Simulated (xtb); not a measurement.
GeO, triplet, at a GFN2-xTB geometry (the spin is typed, not shown lowest).

The xtb input:
```
$ xtb mol.xyz --gfn 1 --uhf 2 --vomega --json

# file mol.xyz
2

Ge    -0.00000000    -0.00000000    -0.33477338
O      0.00000000     0.00000000     1.33909353
```

Task: What does this run give for the vertical ionisation energy (with the method's empirical shift), vertical electron affinity (with the method's empirical shift)?

Result: 
- vertical ionisation energy (with the method's empirical shift): 7.69 eV
- vertical electron affinity (with the method's empirical shift): 3.42 eV
